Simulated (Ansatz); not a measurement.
`CO[SiH](F)OC` + `C[SeH]` → `CO[SiH2]F` + `COC[SeH]`  (redistribution)

Gas-phase electronic energies from Ansatz, PBE0-D4/def2-TZVP geometries. CCSD(T)/CBS adds triple-zeta CCSD(T) − MP2 to the extrapolated MP2 energy (def2 sets, frozen cores). Functionals use def2-TZVPP. B3LYP here is the variant with VWN-RPA as its local correlation; programs differ in this. For Se outer-core shells are correlated without core-valence functions, which leaves a few kJ/mol of doubt a bond. Scalar relativity is left out up to krypton. One conformer a species, not always the lowest.

`CO[SiH](F)OC`:

Z-matrix (Å, degrees):
```
C
O 1 1.411
H 1 1.094 2 111.3
H 1 1.091 2 108.1 3 -119.5
H 1 1.095 2 111.2 3 121.6
Si 2 1.623 1 125.9 3 -54.7
O 6 1.612 2 108.9 1 169.0
F 6 1.597 2 107.7 1 48.2
H 6 1.471 2 113.8 1 -70.5
C 7 1.413 6 126.6 2 -48.1
H 10 1.094 7 110.9 6 -71.5
H 10 1.091 7 108.0 6 169.5
H 10 1.093 7 111.2 6 50.0
```

`C[SeH]`:

Cartesian coordinates in Å:
```
C 0.033 0.157 -0.522
Se 0.315 -1.051 0.981
H -1.029 0.316 -0.691
H 0.467 -0.338 -1.390
H 0.545 1.102 -0.354
H -0.331 -0.186 1.976
```

`CO[SiH2]F`:

```xyz
9

C    -0.545   -0.262   -1.235
O    -0.753   -0.039    0.143
Si    0.412    0.287    1.224
F     1.327   -0.996    1.487
H    -0.245   -1.298   -1.417
H    -1.482   -0.070   -1.759
H     0.226    0.404   -1.641
H    -0.263    0.636    2.488
H     1.323    1.339    0.711
```

`COC[SeH]`:

Z-matrix (Å, degrees):
```
C
O 1 1.405
H 1 1.096 2 111.0
H 1 1.089 2 107.1 3 119.2
H 1 1.099 2 111.1 3 -121.6
C 2 1.379 1 114.1 3 64.8
Se 6 1.981 2 115.7 1 -70.8
H 6 1.095 2 112.5 1 52.0
H 6 1.089 2 107.5 1 173.0
H 7 1.468 6 95.9 2 92.0
```

```json
{"level": "PBE0-D4", "ΔE (kJ/mol)": "181.0", "difference from CCSD(T)/CBS": "-8.6"}
{"level": "B3LYP-D4", "ΔE (kJ/mol)": "185.0", "difference from CCSD(T)/CBS": "-4.6"}
{"level": "ωB97X-V", "ΔE (kJ/mol)": "185.5", "difference from CCSD(T)/CBS": "-4.1"}
{"level": "B2PLYP", "ΔE (kJ/mol)": "188.7", "difference from CCSD(T)/CBS": "-0.9"}
{"level": "B3LYP", "ΔE (kJ/mol)": "185.1", "difference from CCSD(T)/CBS": "-4.5"}
{"level": "MP2/def2-TZVPP", "ΔE (kJ/mol)": "191.6", "difference from CCSD(T)/CBS": "2.0"}
{"level": "MP2/def2-QZVPP", "ΔE (kJ/mol)": "193.1", "difference from CCSD(T)/CBS": "3.5"}
{"level": "SCS-MP2/def2-QZVPP", "ΔE (kJ/mol)": "192.5", "difference from CCSD(T)/CBS": "2.9"}
{"level": "HF/CBS(def2)", "ΔE (kJ/mol)": "205.8", "difference from CCSD(T)/CBS": "16.2"}
{"level": "MP2/CBS(def2)", "ΔE (kJ/mol)": "193.4", "difference from CCSD(T)/CBS": "3.8"}
{"level": "CCSD(T)/CBS", "ΔE (kJ/mol)": "189.6", "difference from CCSD(T)/CBS": "0"}
```

Largest T1 diagnostic among the species: 0.011.

From PBE to PBE0 (25 % exact exchange), in def2-TZVPP and without D4, ΔE moves by +10.9 kJ/mol. In def2-TZVPP, CCSD(T) changes the Hartree–Fock value by −16.5 kJ/mol (the triples alone add −4.2 kJ/mol) and MP2 by −12.7 kJ/mol.
